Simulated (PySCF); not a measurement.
C8H9N3O2, SMILES n1c(OC)oc(-c2n(ccc2)C)n1.

Coordinates come from a PBE0-D3(BJ)/def2-SVP optimisation. The structure was generated by enumeration, and PubChem lists no compound with its InChIKey, so it may never have been made. Other conformers were not sampled.

Two levels are set side by side: PBE/def2-SVP (PySCF) and PBE0/def2-SVP (PySCF). Same geometry, gas phase. Differences are taken from unrounded values.

```json
[
 {"quantity": "orbital gap (eV)", "PBE0": "5.30"},
 {"quantity": "highest occupied level (eV)", "PBE0": "-5.93"},
 {"quantity": "lowest empty level (eV)", "PBE0": "-0.63"},
 {"quantity": "dipole moment (D)", "PBE0": "3.35"},
 {"quantity": "mean polarisability (bohr³)", "PBE0": "110.8"}
]
```

**Question.** What does PBE give, and how far is it from PBE0? (The exact figures need the calculation; the answer reports its results.)

**Answer.** 
```tsv
quantity	PBE	PBE minus PBE0
orbital gap (eV)	3.51	-1.79
highest occupied level (eV)	-4.91	1.02
lowest empty level (eV)	-1.40	-0.77
dipole moment (D)	3.13	-0.22
mean polarisability (bohr³)	115.3	4.5
```

PBE's occupied levels lie high since its potential decays too fast outside the molecule; exact exchange lowers them and widens the gap. PBE's more diffuse valence density responds more strongly to a field. Differences between two approximate levels are no errors against the true value.

Rough cost on one machine, each run with all the roots and properties that it gave: PBE0 against PBE within a factor of 2.
